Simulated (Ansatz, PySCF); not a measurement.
System: C₂H₂O, charge 0, multiplicity 1. SMILES: C#CO
Geometry: optimised at B3LYP-D3(BJ)/def2-TZVP (Ansatz, a program for electronic structure).

Property: atomisation energy (electronic, to ground-state atoms), in kcal/mol. Correlated levels leave the core frozen unless marked. UHF or UKS for open shells. Spin-orbit coupling is left out. Non-relativistic. The coupled-cluster limit lacks core correlation, which all-electron functionals hold. CBS(X,Y): correlation extrapolated as X^-3; Hartree-Fock from the larger set.

```
level                                         program  atomisation energy (kcal/mol)  minus last row
-------------------------------------  --------------  -----------------------------  --------------
HF-D4/def2-TZVPD                        PySCF + dftd4                          339.2          -158.1
PBE-D3(BJ)/def2-TZVPD                  Ansatz + dftd3                          520.1            22.8
PBE0/6-31G*                                    Ansatz                          492.5            -4.8
BHLYP-D3(BJ)/def2-TZVPD                Ansatz + dftd3                          471.7           -25.6
HSE06-D3(BJ)/def2-TZVPD                Ansatz + dftd3                          501.6             4.3
wB97X/def2-TZVPD                               Ansatz                          495.5            -1.8
MP2/aug-cc-pVTZ                                Ansatz                          503.6             6.3
CCSD/STO-3G                                    Ansatz                          448.8           -48.5
CCSD(T) with core electrons/cc-pwCVTZ          Ansatz                          485.9           -11.4
CCSD(T)/CBS(cc-pVTZ,cc-pVQZ)                   Ansatz                          497.3             0.0
```
